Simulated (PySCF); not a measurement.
Compound: BH₉Si₂Sn.
Numbering: `[BH2:1][Si@H:2]([SiH3:3])[SnH3:4]` (hydrogens: H5, H6 on B1; H7 on Si2; H8, H9, H10 on Si3; H11, H12, H13 on Sn4)

Computed by this run: PBE0-D3(BJ)/def2-SVP geometry optimisation, gas phase, def2 core potentials past Kr in PySCF; density fitting, grid level 1; the optimiser is geomeTRIC in internal coordinates, started from a GFN2-xTB structure with every atom displaced at random (about 0.01 Å).

Step 0: E = -22394.7645 eV
```
atom  x, y, z in Å  |  force x, y, z in eV/Å
B1     -0.7258    1.8867    0.9875   -0.715   0.891  -0.448
Si2    -0.3949    0.5359   -0.3324    0.909  -0.972  -0.626
Si3    -1.6229   -1.4445   -0.1296    0.635   0.138   0.566
Sn4     2.1258   -0.0836   -0.1262   -0.460  -0.387   0.390
H5     -1.1968    2.9450    0.6783    0.066   0.276  -0.124
H6     -0.5514    1.7220    2.1176    0.296  -0.348   1.346
H7     -0.4245    0.9461   -1.7484   -0.269   0.231  -0.425
H8     -1.2344   -2.4412   -1.1268    0.183  -0.307  -0.504
H9     -3.0279   -1.1259   -0.2547   -0.963   0.183  -0.177
H10    -1.4249   -2.0494    1.2088    0.091  -0.046   0.254
H11     2.5707   -0.7697    1.3503   -0.125  -0.143   0.557
H12     2.6635   -1.2516   -1.1956   -0.075  -0.503  -0.642
H13     3.2495    1.1134   -0.3177    0.428   0.986  -0.168
```

**Question.** Estimate the geometry and energy of step 1. (The exact step hangs on the optimiser's Hessian estimate; all steps are aligned on step 0, rigid shifts and turns removed.)

**Answer.** E = -22395.0492 eV, largest force 0.644 eV/Å
```
atom  x, y, z in Å  |  force x, y, z in eV/Å
B1     -0.7268    1.9142    0.9773   -0.078   0.026   0.171
Si2    -0.3446    0.5294   -0.3886    0.096  -0.052  -0.126
Si3    -1.5774   -1.4501   -0.1107   -0.028   0.068   0.018
Sn4     2.1278   -0.1398   -0.0959    0.639  -0.082   0.012
H5     -1.1237    3.0102    0.6747    0.024   0.104  -0.038
H6     -0.5514    1.6873    2.1532   -0.016  -0.066  -0.048
H7     -0.4662    0.9907   -1.8112   -0.072  -0.026   0.021
H8     -1.1658   -2.4300   -1.1619   -0.015  -0.010   0.008
H9     -3.0413   -1.1691   -0.2412    0.012  -0.035  -0.020
H10    -1.3260   -2.0372    1.2397    0.034   0.005   0.010
H11     2.4506   -0.8237    1.4821   -0.119   0.193  -0.387
H12     2.5587   -1.3487   -1.2922   -0.121   0.341   0.309
H13     3.1920    1.2498   -0.3142   -0.357  -0.466   0.071
```

The energy changes by -0.2847 eV. The first-order estimate −F·Δx gives -0.6895 eV and the mean of the old and new forces, exact on a quadratic surface, -0.2893 eV. The step makes an angle of 56° with the force vector and moves no atom by more than 0.186 Å.

The cost below is that of the whole optimisation. Hardware: one thread of an Arm Neoverse V1, shared host with 32 logical CPUs at a one-minute load of 18. Cost: 89 s of wall time, 0.52 GiB resident at most.
